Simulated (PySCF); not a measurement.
# Computed records: CH₆NOSi

All values are calculated (PySCF 2.14.0). Calculation on a computer-drawn molecule: the log of a Hartree-Fock and frozen-core CCSD(T) single point meant for a local Hartree-Fock minimum, with one planted fault or none, to be diagnosed. Offsets are logged minus clean, where the clean run is the same molecule without the fault. The reference is restricted for singlets and unrestricted otherwise, and also for a bond in bohr or an excited solution. Adding or removing an electron swaps singlet and doublet. The excited solution moves the top pair (singlet) or top alpha electron (doublet) to the lowest empty orbital. Highest occupied and lowest empty are orbital energies over both spins, largest force is the largest gradient component, triples share is (T) over the correlation energy, the T1 limit is 0.02 restricted and 0.045 unrestricted, electrons count all cores, a negative frequency is imaginary (commonest isotopes), and the dipole is about the centre of nuclear charge.

```xyz
10
formula=CH6NOSi meant_charge=1 meant_multiplicity=1 meant_basis=cc-pV(D+d)Z logged_electrons=40 logged_basis_functions=95 logged_SCF_converged=yes logged_spin_squared=0 logged_highest_occupied=-17.8 logged_lowest_empty=-2.0948 logged_largest_force=0.014645 logged_T1_diagnostic=0.01212 logged_D1_diagnostic=0.045101 logged_triples_share=0.024273 logged_CC_converged=yes logged_dipole_magnitude=1.1898 logged_SCF_stable_within_its_kind=yes logged_energy_HF=-459.46813 logged_energy_CCSD(T)=-460.09753 possible_faults=no_fault,one_electron_removed,one_electron_added,multiplicity_raised_by_two,geometry_at_a_saddle_point,SCF_held_on_an_excited_solution,minimal_basis_STO-3G,one_bond_length_entered_in_bohr,all_coordinates_scaled
C      0.2441     2.2245    -1.4035
Si    -1.4641     1.8438    -0.9812
N     -1.9669     1.6120     0.5292
O     -2.5971     1.7070    -2.0388
H      0.2906     3.1730    -1.9162
H      0.6339     1.4670    -2.0660
H      0.8576     2.2703    -0.5201
H     -2.9095     1.4018     0.7616
H     -1.3753     1.6630     1.3235
H     -2.5639     1.7933    -2.9710
```

Units: logged_highest_occupied, logged_lowest_empty in eV; logged_largest_force in hartree/bohr; logged_dipole_magnitude in debye; logged_energy_HF, logged_energy_CCSD(T) in hartree.

Drawn bonds:
```tsv
atom	other atom	order
1	2	1
2	3	1
2	4	1
1	5	1
1	6	1
1	7	1
3	8	1
3	9	1
4	10	1
```

To be estimated
1. Give the missing planted fault for CH₆NOSi.

Calculated values
1. all coordinates scaled, by -1.3 %

Further results for CH₆NOSi:

- HF energy offset from clean run: 1.203 kcal/mol
- CCSD(T) energy offset from clean run: 3.337 kcal/mol
